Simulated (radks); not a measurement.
Q: The argon ion Ar+ is in [Ne] 3s2 3p5. Calculated with a radial shooting solver on a logarithmic mesh with Libxc functionals: scalar-relativistic Kohn-Sham, PBEsol, spin-polarised, spherical densities, finite nucleus; Fermi nuclear charge, rms radius of each element as measured or else 0.836 A^(1/3) + 0.57 fm. Open shells are filled with parallel spins first. One electron is removed from 3s, 3p, 2p, 2s in turn, with full relaxation. Which removal costs least, and what does each cost?

A: 3p 27.652 eV; 3s 42.651 eV; 2p 263.56 eV; 2s 328.20 eV. The 3p electron leaves first.
